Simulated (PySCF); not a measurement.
From one molecule to another.

First species: C6H11NSi.
InChI=1S/C6H11NSi/c1-4-6(3)7(8)5-2/h1,5-6H,2H2,3,8H3/t6-/m0/s1

Second species: C6H8NOP.
Cartesian coordinates in Å at the GFN2-xTB level; atoms count from 1:
```xyz
17
C6H8NOP angstrom
C      2.914   -0.354   -0.145
O      2.280    0.908   -0.208
C      0.938    0.914   -0.129
N      0.311   -0.226   -0.003
C     -1.013   -0.313    0.083
C     -1.559   -1.700    0.223
C     -1.859    0.787    0.050
C     -1.395    2.083   -0.079
P      0.268    2.547   -0.216
H      3.982   -0.159   -0.222
H      2.682   -0.852    0.798
H      2.581   -0.991   -0.968
H     -2.230   -1.928   -0.604
H     -2.122   -1.794    1.150
H     -0.741   -2.415    0.227
H     -2.924    0.616    0.127
H     -2.121    2.887   -0.097
```

Levels: PBE0/pcSseg-1 for dipole moment, HOMO energy, LUMO energy and HOMO–LUMO gap; GFN2-xTB for rotational constant A and rotational constant C. Geometries: GFN2-xTB. Each structure is a single optimised conformer of the isolated species, non-relativistic unless stated. Electronic properties by PySCF.

The conformers computed, where there is a choice (atom-mapped SMILES and torsion angles):
- `[CH:1]#[C:2][C@H:3]([CH3:4])[N:5]([SiH3:6])[CH:7]=[CH2:8]`: C2–C3–N5–Si6 -136°, C3–N5–C7–C8 168°
- `[CH3:1][O:2][c:3]1[n:4][c:5]([CH3:6])[cH:7][cH:8][p:9]1`: C1–O2–C3–N4 0°

Values for the first species:

- Dipole moment: 1.23 D
- HOMO energy: -6.03 eV
- LUMO energy: 0.39 eV
- HOMO–LUMO gap: 6.42 eV
- Rotational constant A: 2.283 GHz
- Rotational constant C: 1.040 GHz

(1) Estimate the same properties for the second species, and the change in each.

Results:

(1) 
```csv
property,first,second,second less first
dipole moment,1.23 D,2.35 D,+1.12 D
HOMO energy,-6.03 eV,-6.50 eV,-0.47 eV
LUMO energy,0.39 eV,-1.59 eV,-1.98 eV
HOMO–LUMO gap,6.42 eV,4.91 eV,-1.51 eV
rotational constant A,2.283 GHz,1.852 GHz,-0.431 GHz
rotational constant C,1.040 GHz,0.805 GHz,-0.235 GHz
```

On the first: The dipole equals about 4.1 × 10⁻³⁰ C·m (1 D = 3.33564 × 10⁻³⁰ C·m). A dipole of 1.23 D is allowed in C1, and pure rotational transitions are dipole-allowed.

On the second: A dipole of 2.35 D is allowed in Cs, and pure rotational transitions are dipole-allowed. The dipole equals about 7.8 × 10⁻³⁰ C·m (1 D = 3.33564 × 10⁻³⁰ C·m).
